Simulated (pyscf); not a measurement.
Single points on ωB97X-D3(BJ)/def2-SVP structures (PySCF, gas phase).

Problem. What is the homolytic dissociation enthalpy (298 K, ωB97M-D3(BJ)/def2-TZVP) of the O–Si bond of HO–Si(OH)(OH)–O–SiH₂–I, to •O–Si(OH)(OH)–OH + •H₂Si–I?

Solution. O–Si to •O–Si(OH)(OH)–OH + •H₂Si–I: 550.9 kJ/mol. The 7 functionals that were run give +504.4 (PBE) to +556.2 kJ/mol (M06-2X). Other isomers of •O–Si(OH)(OH)–OH were not searched in full and may lie lower. Elements past Kr carry the def2 core potentials, without spin-orbit coupling.
